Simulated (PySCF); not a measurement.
CH₃F₂OSb, SMILES C[O][Sb]([F])[F].

Geometry: B3LYP-D3(BJ)/def2-SVP. The structure was generated by enumeration; whether it is a known compound was not checked. The def2 effective core potentials stand for the cores of Sb; spin–orbit coupling is left out. One conformer was computed; it need not be the lowest.

Calculation: PySCF with TDA-PBE/def2-SVPD.

Vertical excitations. Isolated molecule, no solvent. State labels are in the subgroup Cs.

Computed lowest excited states:
```
state  symmetry  energy (eV)  λ (nm)      f                                                main pairs
-----  --------  -----------  ------  -----  --------------------------------------------------------
S1           A"         4.84     256  0.001                                          HOMO→LUMO+1 99 %
S2           A'         5.06     245  0.024                                            HOMO→LUMO 91 %
S3           A"         5.24     237  0.009                                          HOMO−1→LUMO 97 %
S4           A'         5.44     228  0.031                                        HOMO−1→LUMO+1 91 %
S5           A"         6.12     202  0.000                                          HOMO→LUMO+2 98 %
S6           A'         6.71     185  0.037  HOMO−2→LUMO+1 66 %, HOMO−1→LUMO+2 14 %, HOMO−3→LUMO 11 %
S7           A"         6.79     183  0.054                      HOMO−2→LUMO 64 %, HOMO−3→LUMO+1 19 %
S8           A'         6.93     179  0.016                                          HOMO−3→LUMO 77 %
S9           A'         7.01     177  0.013                                          HOMO−4→LUMO 77 %
S10          A"         7.03     176  0.006                    HOMO−3→LUMO+1 55 %, HOMO−4→LUMO+1 39 %
T1           A'         4.44     279      0                                           HOMO→LUMO 100 %
T2           A"         4.66     266      0                                          HOMO→LUMO+1 99 %
T3           A"         4.91     253      0                                          HOMO−1→LUMO 95 %
T4           A'         4.98     249      0                                        HOMO−1→LUMO+1 95 %
```
Triplets are in the Tamm–Dancoff approximation.
